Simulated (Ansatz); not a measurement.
Stepwise reaction of `[AlH2][SiH]([SiH3])[SiH3]` with hydrogen, as a gas-phase model of exchange steps in deposition or etching. ΔE in kJ/mol.

Isolated molecules relaxed with PBE0-D4/def2-TZVP in Ansatz; ΔE leaves out vibrations. CCSD(T)/CBS is the MP2 limit (def2-TZVPP, def2-QZVPP) plus CCSD(T) − MP2 in def2-TZVPP, frozen cores. This one scheme is used for every species. DFT in def2-TZVPP. B3LYP here is the variant with VWN-RPA as its local correlation; programs differ in this.

| step | reaction | PBE-D4 | B3LYP-D4 | ωB97M-V | CCSD(T)/CBS |
| --- | --- | --- | --- | --- | --- |
| 2 | `[AlH2][SiH2][SiH3]` + H₂ → `[AlH2][SiH3]` + SiH₄ | 5.9 | -10.0 | -13.6 | -7.9 |
| 3 | `[AlH2][SiH3]` + H₂ → `[AlH3]` + SiH₄ | 0.7 | -16.5 | -21.2 | -13.9 |

**Question.** Give the row of step 1, `[AlH2][SiH]([SiH3])[SiH3]` + H₂ → `[AlH2][SiH2][SiH3]` + SiH₄. (Estimate.)

**Answer.** The calculation gave: 
| step | reaction | PBE-D4 | B3LYP-D4 | ωB97M-V | CCSD(T)/CBS |
| --- | --- | --- | --- | --- | --- |
| 1 | `[AlH2][SiH]([SiH3])[SiH3]` + H₂ → `[AlH2][SiH2][SiH3]` + SiH₄ | 11.1 | -4.3 | -7.7 | -1.7 |

**Question.** By hand: ΔE of the 3 steps together at CCSD(T)/CBS.

**Answer.** (-1.7) + (-7.9) + (-13.9) = -23.5 kJ/mol, or -7.8 kJ/mol a step.

In ΔE each step is lower than the one before. PBE-D4 differs from CCSD(T)/CBS by 12.8 to 14.6 kJ/mol a step. Isolated molecules leave out the surface, adducts and barriers. Largest T1 diagnostic: 0.014.
